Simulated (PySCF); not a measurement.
Isomers of C5H9NO2.

All values: B3LYP/def2-SVPD (PySCF) at GFN2-xTB geometries, gas phase, one conformer each. Core orbitals are frozen in the response; Δα² is half the sum of the squared differences of the principal polarisabilities.

Task: Rank by polarisability anisotropy Δα, lowest first.
A. `[CH2:1]=[N:2][C@H:3]([CH3:4])[CH2:5][C:6](=[O:7])[OH:8]` with C1–N2–C3–C4 -112°, N2–C3–C5–C6 -172°, C3–C5–C6–O7 17°, C5–C6–O8–H -179°
B. `[CH3:1][O:2][C@@H:3]1[CH2:4][C@H:5]1[C:6]([NH2:7])=[O:8]` with C1–O2–C3–C4 159°, C4–C5–C6–N7 -146°, C5–C6–N7–H 6° and 178°
C. `[CH3:1][O:2][CH2:3]/[CH:4]=[N:5]\[C:6]([CH3:7])=[O:8]` with C1–O2–C3–C4 -90°, O2–C3–C4–N5 -4°, C4–N5–C6–C7 -95°

Result: B (2.59 Å³), C (3.47 Å³), A (4.16 Å³).

All values together:

```json
{"SMILES": "COC/C=N\\C(C)=O", "μ (D)": "3.82", "HOMO (eV)": "-6.99", "LUMO (eV)": "-1.05", "α (Å³)": "11.35", "Δα (Å³)": "3.47"}
{"SMILES": "C=C(CO)CNC=O", "μ (D)": "3.95", "HOMO (eV)": "-7.16", "LUMO (eV)": "-0.73", "α (Å³)": "11.62", "Δα (Å³)": "3.28"}
{"SMILES": "C=N[C@H](C)CC(=O)O", "μ (D)": "0.67", "HOMO (eV)": "-7.16", "LUMO (eV)": "-0.71", "α (Å³)": "11.42", "Δα (Å³)": "4.16"}
{"SMILES": "CO[C@@H]1C[C@H]1C(N)=O", "μ (D)": "3.57", "HOMO (eV)": "-7.04", "LUMO (eV)": "0.20", "α (Å³)": "11.28", "Δα (Å³)": "2.59"}
```

Conformers: `[CH3:1][O:2][CH2:3]/[CH:4]=[N:5]\[C:6]([CH3:7])=[O:8]` with C1–O2–C3–C4 -90°, O2–C3–C4–N5 -4°, C4–N5–C6–C7 -95°; `[CH2:1]=[C:2]([CH2:3][OH:4])[CH2:5][NH:6][CH:7]=[O:8]` with C1–C2–C3–O4 -107°, C2–C3–O4–H 64°, C1–C2–C5–N6 116°, C2–C5–N6–C7 -120°, C5–N6–C7–O8 -5°; `[CH2:1]=[N:2][C@H:3]([CH3:4])[CH2:5][C:6](=[O:7])[OH:8]` with C1–N2–C3–C4 -112°, N2–C3–C5–C6 -172°, C3–C5–C6–O7 17°, C5–C6–O8–H -179°; `[CH3:1][O:2][C@@H:3]1[CH2:4][C@H:5]1[C:6]([NH2:7])=[O:8]` with C1–O2–C3–C4 159°, C4–C5–C6–N7 -146°, C5–C6–N7–H 6° and 178°.
